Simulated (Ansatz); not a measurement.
doublet Li: levels of theory in one basis

A single Li atom.

Basis set: 6-31G (spherical functions). All electrons are correlated. Correlation on ROHF uses semicanonical orbitals with singles. Charge 0, multiplicity 2.

Computed with Ansatz (development build ahead of 0.2.0); each method stands on the lowest determinant of its kind that the runs found.

```tsv
method	E − E(ROHF) (eV)	<S²> of the determinant
ROHF	0.00	0.75
ROHF-MP2	-0.01	–
ROHF-CCSD	-0.01	–
ROHF-CCSD(T)	-0.01	–
ROHF-BCCD(T)	-0.01	–
full CI (lowest root of this spin)	-0.01	–
```

(1) Is a single determinant a sound starting point here?

Results:

(1) By this sign, yes. Unrestricted orbitals gain 0.00 eV and <S²> is 0.75 against 0.75 for a pure state.
